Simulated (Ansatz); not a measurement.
Relaxation of MnBr2 with UKS B3LYP-D4/def2-TZVP.

```sh
$ ansatz run in.yaml --threads 4 --pin off --events-out ev --progress --plain --max-ram 3916MiB
```

```yaml
crystal:
  periodic: [false, false, false]
  atoms:
    - {symbol: Mn, position_ang: [-0.454710, -0.262430, -0.012810]}
    - {symbol: Br, position_ang: [0.188100, 0.099270, 2.030000]}
    - {symbol: Br, position_ang: [0.266610, 0.163160, -2.017190]}
basis:
  gaussian: {orbitals: def2-TZVP}
magnetization: {spin_polarized: true, initial_magnetization: 5}
hamiltonian: {xc: {name: B3LYP}, dispersion: d4}
scf: {lower_state_search: "off"}
output: {orbitals: {seedname: orbitals}}
relax: {f_tol: 0.02, max_steps: 100}
```

Run time 17 s (4 threads of Arm Neoverse V2 on a shared host).

Positions (Å) and forces (eV/Å) at steps 1, 2, 3, 4, 5, 6 of 6:

```xyz
3
step=1 energy=-171418.8836 eV
Mn   -0.455   -0.262   -0.013   -1.270   -0.733   -0.044
Br    0.188    0.099    2.030    0.585    0.325    2.672
Br    0.267    0.163   -2.017    0.685    0.407   -2.628
3
step=2 energy=-171419.3613 eV
Mn   -0.400   -0.231   -0.011    0.215    0.124    0.006
Br    0.157    0.080    2.221   -0.112   -0.066    0.255
Br    0.243    0.150   -2.210   -0.103   -0.058   -0.261
3
step=3 energy=-171419.4575 eV
Mn   -0.226   -0.131   -0.006    0.195    0.113    0.005
Br    0.068    0.029    2.313   -0.097   -0.056   -0.048
Br    0.158    0.102   -2.307   -0.098   -0.057    0.043
3
step=4 energy=-171419.4908 eV
Mn   -0.058   -0.033   -0.002    0.062    0.036    0.002
Br   -0.017   -0.021    2.357   -0.026   -0.014   -0.238
Br    0.074    0.054   -2.355   -0.035   -0.022    0.237
3
step=5 energy=-171419.4974 eV
Mn   -0.008   -0.004    0.000    0.005    0.003    0.000
Br   -0.041   -0.035    2.328   -0.005   -0.003    0.114
Br    0.049    0.039   -2.328    0.000    0.000   -0.114
3
step=6 energy=-171419.4985 eV
Mn   -0.002   -0.001    0.000    0.001    0.001    0.000
Br   -0.044   -0.036    2.337   -0.001    0.000    0.003
Br    0.046    0.037   -2.337   -0.001    0.000   -0.003
```

The relaxation made no stability test and no search for a lower SCF solution.
